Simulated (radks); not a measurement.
Species: the caesium ion Cs+. Configuration: [Xe]. Calculated with a radial shooting solver on a logarithmic mesh with Libxc functionals: Dirac Kohn-Sham, BP86, spin-unpolarised, spherical densities, finite nucleus; Fermi nuclear charge, rms radius 4.8041 fm. Some entries of the table are withheld. Estimate them.

| orbital | occ. | eigenvalue (eV) | <r> (bohr) |
|---|---|---|---|
| 1s1/2 | 2 | -35779.90 | 0.02611 |
| 2s1/2 | 2 | -5614.825 | 0.1117 |
| 2p1/2 | 2 | (1) | 0.09402 |
| 2p3/2 | 4 | (2) | 0.09991 |
| 3s1/2 | 2 | -1171.575 | 0.2987 |
| 3p1/2 | 2 | (3) | 0.2887 |
| 3p3/2 | 4 | (4) | 0.3005 |
| 3d3/2 | 4 | -721.4513 | 0.2714 |
| 3d5/2 | 6 | -707.1175 | 0.2751 |
| 4s1/2 | 2 | (5) | 0.6947 |
| 4p1/2 | 2 | -175.5682 | 0.7206 |
| 4p3/2 | 4 | -161.7840 | 0.7481 |
| 4d3/2 | 4 | -80.8430 | 0.8308 |
| 4d5/2 | 6 | -78.5569 | 0.8413 |
| 5s1/2 | 2 | -32.0247 | 1.738 |
| 5p1/2 | 2 | (6) | 2.007 |
| 5p3/2 | 4 | (7) | 2.099 |

Answer. 
(1) 2p1/2 eigenvalue (eV): -5282.920
(2) 2p3/2 eigenvalue (eV): -4930.502
(3) 3p1/2 eigenvalue (eV): -1032.857
(4) 3p3/2 eigenvalue (eV): -965.3309
(5) 4s1/2 eigenvalue (eV): -225.3502
(6) 5p1/2 eigenvalue (eV): -19.9103
(7) 5p3/2 eigenvalue (eV): -18.2538
